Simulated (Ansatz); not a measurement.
Mg₂Al₄O₈. The state is a triplet with charge 0. Geometry PBE-D4/def2-SVP, that of the neutral singlet; atoms count from 1.

Cartesian coordinates in Å:
```
Mg -0.598 -1.460 -1.378
Mg 0.457 -1.355 1.413
Al -2.647 -0.268 -0.428
Al -0.695 1.281 -0.123
Al 1.741 1.156 1.426
Al 1.744 -0.175 -0.880
O 2.811 0.797 0.049
O 0.396 2.141 0.926
O -2.428 1.452 -0.505
O -2.538 -1.542 -1.558
O 1.487 -0.174 2.473
O -1.141 -0.536 0.591
O 1.170 -1.797 -0.467
O 0.241 0.479 -1.540
```

At PBE0-D4/def2-SVP a singlet of charge 0 lies 3.64 eV below the triplet at the same geometry. The structure comes from a short search, and lower isomers may exist.

Q: Estimate the Mulliken populations from the PBE0/def2-SVP orbitals of Ansatz.

A: 
| atom | charge (e) | spin (α − β) |
| --- | --- | --- |
| Mg1 | 0.54 | 0.14 |
| Mg2 | 0.57 | 0.08 |
| Al3 | 0.78 | 0.59 |
| Al4 | 1.09 | 0.03 |
| Al5 | 1.07 | 0.02 |
| Al6 | 1.14 | 0.02 |
| O7 | -0.61 | 0.00 |
| O8 | -0.64 | 0.00 |
| O9 | -0.53 | 0.26 |
| O10 | -0.42 | 0.74 |
| O11 | -0.70 | 0.01 |
| O12 | -0.79 | 0.11 |
| O13 | -0.76 | -0.01 |
| O14 | -0.73 | 0.00 |
Mulliken values depend strongly on the basis.

Q: Where does the spin sit?

A: Summed by element: Mg 0.22, Al 0.66, O 1.11, of 2 unpaired in all. Largest on single atoms: O10 0.74, Al3 0.59, O9 0.26.

Q: And the Mayer bond orders between heavy atoms (over 0.3)?

A: Mg1–O10 0.62 (1.95 Å); Mg1–O12 0.31 (2.24 Å); Mg1–O13 0.57 (2.02 Å); Mg1–O14 0.51 (2.12 Å); Mg2–O11 0.97 (1.89 Å); Mg2–O12 0.48 (1.98 Å); Mg2–O13 0.53 (2.06 Å); Al3–O9 1.00 (1.74 Å); Al3–O10 0.77 (1.71 Å); Al3–O12 0.59 (1.84 Å); Al4–O8 1.03 (1.74 Å); Al4–O9 0.92 (1.78 Å); Al4–O12 0.36 (2.00 Å); Al4–O14 0.59 (1.88 Å); Al5–O7 0.86 (1.78 Å); Al5–O8 0.96 (1.74 Å); Al5–O11 1.09 (1.71 Å); Al6–O7 1.17 (1.72 Å); Al6–O13 0.82 (1.77 Å); Al6–O14 0.79 (1.77 Å).
